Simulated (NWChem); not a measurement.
C2H6SSe; SMILES CC[Se]S

```xyz
10

Se     0.8140    -0.1383     0.0712
C     -0.0537     1.5083    -0.5481
C     -1.1567     2.0134     0.3551
H     -0.4067     1.3290    -1.5745
H      0.7880     2.2189    -0.6104
H     -0.7802     2.2346     1.3648
H     -1.9581     1.2642     0.4461
H     -1.6015     2.9338    -0.0575
S     -0.8988    -1.5264     0.0188
H     -0.7703    -1.9350    -1.2668
```
Atoms are numbered in this order, from 1.

Level: PBE0/def2-SVP (NWChem), optimised geometry, unscaled harmonic frequencies. This build's default masses of Se (78.918 u) and Br (79.917 u) are each other's, which moves their modes by up to 0.6 %.

| frequency (cm⁻¹) | IR intensity (km/mol) |
|---|---|
| 83 | 0.2 |
| 164 | 0.7 |
| 259 | 3.7 |
| 298 | 4.5 |
| 328 | 10.4 |
| 406 | 2.7 |
| 563 | 1.9 |
| 743 | 7.3 |
| 831 | 3.1 |
| 978 | 7.1 |
| 1008 | 0.3 |
| 1084 | 1.2 |
| 1246 | 11.1 |
| 1258 | 16.9 |
| 1387 | 7.7 |
| 1435 | 3.8 |
| 1458 | 9.6 |
| 1474 | 4.2 |
| 2671 | 2.9 |
| 3054 | 21.5 |
| 3074 | 8.1 |
| 3143 | 0.3 |
| 3146 | 10.0 |
| 3167 | 9.8 |

* **zero-point energy**: 47.5 kcal/mol
* **thermal correction to the enthalpy at 298.15 K (with zero-point energy)**: 52.1 kcal/mol
* **heat capacity Cv**: 20.5 cal/(mol K)
* **entropy at 298.15 K and 1 atm (symmetry number 1)**: 80.8 cal/(mol K)
* **dipole moment**: 1.85 D

Rigid rotor and harmonic oscillator; modes under 100 cm⁻¹ make the entropy uncertain.
